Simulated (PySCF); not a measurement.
Job file and geometry (Å, from GFN2-xTB) of an NMR shielding run on SMILES C(C)C[C@]1(F)SC1(F)F, C$_{5}$H$_{7}$F$_{3}$S, GIAO PBE0/pcSseg-1 NMR shielding, non-relativistic, gas phase (PySCF 2.14.0, density-fitted response routines); density fitting, a coarse starting grid and PySCF grid level 2 are the driver's defaults:

```
$ OMP_NUM_THREADS=1 python probes_run.py task.json out

{"job": {"kind": "nmr", "xc": "PBE0", "basis": "pcSseg-1"}, "charge": 0, "multiplicity": 1}
C      1.526231    -0.379118     0.786621
C      1.298369     0.164878    -0.617864
C     -0.057333     0.865249    -0.772412
C     -1.200447    -0.100021    -0.598951
F     -1.107915    -1.192379    -1.396392
S     -2.901360     0.559810    -0.435240
C     -1.854450    -0.332354     0.714510
F     -1.415292     0.326817     1.796790
F     -2.208212    -1.560288     1.097469
H      1.406292     0.406222     1.529337
H      2.533102    -0.779058     0.869825
H      0.829404    -1.181265     1.016657
H      2.074645     0.892938    -0.857496
H      1.365210    -0.647219    -1.343908
H     -0.130487     1.305966    -1.768884
H     -0.165356     1.658765    -0.031473
```

**Question.** What does the program print?

**Answer.** 
```
coarse grid: 14656 points
cycle   1  E = -891.5015356661  dE =  1.378e+00  |g| = 8.796e-01  |ddm| = 3.650e+00
cycle   2  E = -891.2955558481  dE =  2.060e-01  |g| = 1.421e+00  |ddm| = 1.518e+00
cycle   3  E = -891.6432552624  dE = -3.477e-01  |g| = 1.020e-01  |ddm| = 1.022e+00
cycle   4  E = -891.6450366406  dE = -1.781e-03  |g| = 5.672e-02  |ddm| = 1.622e-01
cycle   5  E = -891.6458317065  dE = -7.951e-04  |g| = 1.303e-02  |ddm| = 7.035e-02
cycle   6  E = -891.6458653068  dE = -3.360e-05  |g| = 4.111e-03  |ddm| = 1.687e-02
cycle   7  E = -891.6458689752  dE = -3.668e-06  |g| = 7.625e-04  |ddm| = 4.624e-03
final grid: 140208 points
cycle   8  E = -891.7220083220  dE = -5.633e-05  |g| = 1.038e-02  |ddm| = 3.345e-02
cycle   9  E = -891.7219808451  dE =  2.748e-05  |g| = 1.536e-02  |ddm| = 2.236e-02
cycle  10  E = -891.7220320215  dE = -5.118e-05  |g| = 1.616e-03  |ddm| = 1.473e-02
cycle  11  E = -891.7220326410  dE = -6.195e-07  |g| = 3.596e-04  |ddm| = 2.110e-03
cycle  12  E = -891.7220326709  dE = -2.986e-08  |g| = 8.309e-05  |ddm| = 4.134e-04
cycle  13  E = -891.7220326719  dE = -1.026e-09  |g| = 3.761e-05  |ddm| = 1.008e-04
cycle  14  E = -891.7220326722  dE = -2.806e-10  |g| = 5.973e-06  |ddm| = 4.212e-05
converged SCF energy = -891.7220326722

GIAO shielding tensors (ppm)
atom      isotropic    diamagn.    paramagn.     s11        s22        s33       span
  0 C      172.547     248.338     -75.791    160.441    172.088    185.111     24.670
  1 C      164.350     247.077     -82.727    154.692    165.289    173.068     18.375
  2 C      145.345     248.701    -103.356    126.532    145.313    164.190     37.658
  3 C       90.634     244.248    -153.615     33.351     81.535    157.015    123.663
  4 F      352.078     474.327    -122.249    296.595    359.327    400.311    103.716
  5 S      499.775    1053.872    -554.097    197.693    425.631    876.001    678.308
  6 C       59.046     241.951    -182.905     16.424     68.291     92.423     75.999
  7 F      283.109     474.500    -191.392    161.473    311.704    376.150    214.677
  8 F      293.275     469.422    -176.148    173.337    323.202    383.285    209.948
  9 H       30.857      30.599       0.258     26.887     29.317     36.368      9.481
 10 H       30.451      28.741       1.710     25.466     27.499     38.388     12.923
 11 H       30.504      31.492      -0.988     25.771     31.042     34.699      8.927
 12 H       30.134      29.794       0.340     24.314     28.582     37.505     13.192
 13 H       29.756      30.566      -0.809     25.470     28.649     35.150      9.681
 14 H       28.751      29.361      -0.611     23.383     28.576     34.294     10.911
 15 H       29.969      31.021      -1.052     26.023     29.909     33.975      7.951
```

**Question.** Turn these shieldings into chemical shifts. δ = σ(ref) − σ, references computed at the same level: TMS for 13C (186.93 ppm), 1H (31.72 ppm); 19F (170.95 ppm) against CFCl3; CS2 for 33S (503.73 ppm).

**Answer.** Averaging equivalent atoms: C 6: 127.9; C 3: 96.3; C 2: 41.6; C 1: 22.6; C 0: 14.4; F 7: -112.2; F 8: -122.3; F 4: -181.1; S 5: 4; H 14: 2.97; H 13: 1.96; H 15: 1.75; H 12: 1.58; H 9/10/11: 1.11 ppm. Unscaled 19F shifts against computed CFCl3 carry errors that often reach 10 to 50 ppm.

Size and cost of the density-fitted run: 195 basis functions, 32 s wall time on 1 thread of an Arm Neoverse V2, shared host; peak memory 1 GiB.
